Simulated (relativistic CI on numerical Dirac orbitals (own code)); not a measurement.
# Sensitivity of the levels of Re11+ to α and to the nuclear radius

Method of calculation: Dirac-Coulomb-Breit CI, separate exchange-only KLI orbitals for each configuration, derivatives by finite differences, unscaled Slater integrals, QED left out (own radial code, finite nucleus).

Configurations in the expansion (outside the closed core [Kr] 4d10): 4f¹⁴5s²5p², 4f¹³5s²5p³, 4f¹⁴5s5p³, 4f¹⁴5s²5p5d, 4f¹⁴5s²5d², 4f¹⁴5p⁴, 4f¹³5p⁵. Double excitations out of closed p, d and f shells are left out; levels of such configurations are missing from the list, as are those of other unlisted configurations, and high levels can miss mixing partners.

With x = (α/α₀)² − 1 an excitation energy changes as ω = ω₀ + qx; K = 2q/ω₀ is the relative enhancement. Terms are leading LS components, so labels can repeat. The field-shift factor is F = δν/δ⟨r²⟩ for the transition from the lowest level.

Lowest level 4f¹⁴5s²5p² ³P0.

```tsv
Level	ω₀ (cm⁻¹)	q (cm⁻¹)	K	F (GHz/fm²)
4f¹⁴5s²5p² ³P1	97568.0	134900	2.77	-19.4
4f¹⁴5s²5p² ¹D2	106962.4	86270	1.61	-9.32
4f¹³5s²5p³ ³G5	122287.2	-100300	-1.64	29.1
4f¹³5s²5p³ ³F3	129514.0	-98520	-1.52	28.9
4f¹³5s²5p³ ³D2	131661.2	-47850	-0.727	18.9
4f¹³5s²5p³ ³F4	135707.6	-95790	-1.41	28.6
4f¹³5s²5p³ ³D1	139427.9	-81630	-1.17	30
4f¹³5s²5p³ ³G4	149077.1	-82020	-1.1	30.1
4f¹³5s²5p³ ³F2	154437.9	-80720	-1.05	29.6
4f¹³5s²5p³ ³F3	157271.8	-78360	-0.997	29.6
4f¹⁴5s²5p² ³P2	213623.6	240600	2.25	-35.2
4f¹³5s²5p³ ⁵F5	223830.5	39600	0.354	8.91
4f¹³5s²5p³ ³F4	229058.4	34320	0.3	9.82
4f¹³5s²5p³ ³F2	231164.3	44390	0.384	8.19
4f¹³5s²5p³ ³F3	233113.4	38310	0.329	9.11
4f¹⁴5s²5p² ¹S0	242120.6	259200	2.14	-43.1
4f¹³5s²5p³ ⁵F1	242810.5	57980	0.478	9.88
4f¹³5s²5p³ ⁵F2	243499.2	54820	0.45	10.1
4f¹³5s²5p³ ³F4	245175.8	43440	0.354	8.88
4f¹³5s²5p³ ³G5	245592.1	39470	0.321	9.3
4f¹³5s²5p³ ³G3	245774.9	50460	0.411	9.41
4f¹³5s²5p³ ³H6	246678.2	40150	0.326	9.18
4f¹³5s²5p³ ¹P1	248538.1	40910	0.329	9.14
```

At this charge transitions that keep the count of f electrons are usually good to a few per cent. Levels and lines within the n = 5 or 6 shells can be off by up to 10 % or somewhat more, and those that change n by about 2 %, since core polarisation is missing. Levels that differ in their count of f electrons can be misplaced by several ten thousand cm⁻¹, since the correlation energy of f electrons is missing or only estimated; rates across such gaps can be off by orders of magnitude.
